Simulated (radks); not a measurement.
Spherical quantum dot in the effective-mass picture: electrons in a parabolic well V = omega^2 r^2 / 2 with omega = 0.603, with a point charge +1 (a donor) at the centre, all in effective atomic units (hartree* = m*/eps^2 hartree, bohr* = eps/m* bohr), one dielectric constant everywhere. Method: non-relativistic Kohn-Sham, LDA (Slater exchange, Perdew-Wang correlation), spin-polarised, spherical densities; computed with a radial shooting solver with Libxc functionals. Levels are named by radial order and angular momentum (1s, 1p, 1d, 2s, ...), and open shells are averaged over m. Results are scaled to m* = 0.092 and eps = 5.6, for which hartree* = 79.83 meV and bohr* = 3.221 nm.

N = 31, configuration 1s2 1p6 1d10 2s2 1f(up 7, down 4). This is the lowest configuration that the search found. Occupied and some empty levels:

level,occupation,eigenvalue (meV),<r> (nm)
1s up,1,767.15,5.817
1s down,1,767.55,5.716
1p up,3,794.10,9.705
1p down,3,795.35,9.637
2s up,1,804.86,9.507
2s down,1,806.03,9.557
1d up,5,814.11,11.21
1d down,5,815.62,11.19
1f up,7,835.74,12.24
1f down,4,837.34,12.24
2p up,0,840.45,10.28
2p down,0,841.37,10.31
1g up,0,859.43,13.05
1g down,0,861.03,13.06
2d up,0,869.55,11.41
2d down,0,870.53,11.41

Energy (meV): total 15310.3, kinetic 1295.2, external 4659.9, Hartree 10215, exchange-correlation -859.67.

Electron density:

r (nm),n(r) (e/nm^3)
1.59,0.009004
3.30,0.003682
5.01,0.002261
6.71,0.002314
8.42,0.002711
10.1,0.002777
11.8,0.002244
13.5,0.001338
15.2,0.0005563
17.0,0.0001545
18.7,0.00002818
20.4,3.371e-06
22.1,2.655e-07
